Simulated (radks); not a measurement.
Values are calculated unless marked as measured or tabulated.
Species: N4+. Configuration: [He] 3s1 (not the ground configuration).

Level of theory: scalar-relativistic Kohn-Sham, HCTH/407, spin-polarised, spherical densities, point nucleus; open shells are filled with parallel spins first (a radial shooting solver on a logarithmic mesh with Libxc functionals).

Energy parts (hartree):
| part | energy |
|---|---|
| total | -46.33043 |
| kinetic | 46.27040 |
| electron-nucleus | -97.76709 |
| Hartree | 9.57197 |
| exchange-correlation | -4.40571 |

Orbitals (lengths in bohr, moments of r in powers of bohr; <r^-3> diverges for s and p1/2):
orbital  occ.  eigenvalue (hartree)  <r^-3>    <r^2>     <r>
1s up       1             -18.27759       -  0.06948  0.2271
1s down     1             -18.26725       -  0.06969  0.2274
3s up       1              -1.43023       -    6.707   2.433

The highest occupied level is 3s up at -38.919 eV. Summed over all electrons, <r^2> = 6.846 bohr^2, which gives a Langevin (diamagnetic) susceptibility term of -5.42 x 10^-6 cm^3/mol. The density falls to 0.001 e/bohr^3 at r = 3.57 bohr.
